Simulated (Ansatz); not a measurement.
Isolated molecules relaxed with PBE0-D4/def2-TZVP in Ansatz; ΔE leaves out vibrations. CCSD(T)/CBS adds triple-zeta CCSD(T) − MP2 to the extrapolated MP2 energy (def2 sets, frozen cores). This one scheme is used for every species. DFT in def2-TZVPP. HSE06 is defined as in plane-wave codes. One conformer a species, not always the lowest.

`C[SiH](S)Cl` → `CCl` + `[SiH]S`  (silylene formation by 1,1-elimination)

| level | ΔE (kJ/mol) |
| --- | --- |
| PBE-D4 | 326.0 |
| PBE0-D4 | 343.7 |
| r2SCANh-D4 | 355.1 |
| CAM-B3LYP-D4 | 338.9 |
| HSE06 | 334.0 |
| RPA@PBE/def2-TZVPP | 306.3 |
| HF/def2-TZVPP | 325.3 |
| CCSD/CBS(def2) | 338.8 |

Q: What does CCSD(T)/CBS give? (Best estimate.)

A: Ansatz gave: +339.6 kJ/mol. The listed levels differ from it by -13.6, 4.1, 15.5, -0.7, -5.6, -33.3, -14.3, -0.8 kJ/mol.

Largest T1 diagnostic among the species: 0.016.

In def2-TZVPP, CCSD(T) changes the Hartree–Fock value by +6.2 kJ/mol (the triples alone add +0.7 kJ/mol) and MP2 by +31.1 kJ/mol. From PBE to PBE0 (25 % exact exchange), in def2-TZVPP and without D4, ΔE moves by +19.0 kJ/mol. The D4 term adds +17.3 kJ/mol with B3LYP and +9.5 kJ/mol with PBE0; it sums over pairs of atoms, weighted by their polarisabilities, and B3LYP, whose exchange is more repulsive, gets the larger term.

B3LYP here is the variant with VWN-RPA as its local correlation; programs differ in this.
